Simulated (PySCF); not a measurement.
# [SeCl5]+: one-bond stretch

Method: PySCF, B3LYP, basis Se def2-SVP, Cl def2-SVP (no relativity, density fitting).

Rigid scan from the singlet minimum (Se–Cl 2.186 Å (×3), Se–Cl 2.241 Å (×2); Cl–Se–Cl 90.0° (×6), Cl–Se–Cl 120.0° (×3), Cl–Se–Cl 180.0°). Coordinate: the bond from Se to the last atom (Cl) scaled, the rest fixed. Energies in kJ/mol from the minimum.

(1) Predict the curve at 0.92, 0.96, 1.00, 1.05, 1.12, 1.20, 1.35, 1.55, 1.80, 2.20.

Answers

(1) 
```
scale of one bond  E (kJ/mol)  dipole size (D, about the centre of mass)
             0.92        23.4                                       0.65
             0.96         5.1                                       0.31
             1.00         0.0                                       0.00
             1.05         5.7                                       0.34
             1.12        26.1                                       0.71
             1.20        56.5                                       0.97
             1.35       112.0                                       1.06
             1.55       164.2                                          –
             1.80       196.2                                          –
             2.20       211.1                                          –
```

At long bonds a restricted determinant can lie too high, and another spin state can fall below this curve.

Other isomers or separated fragments may lie lower.
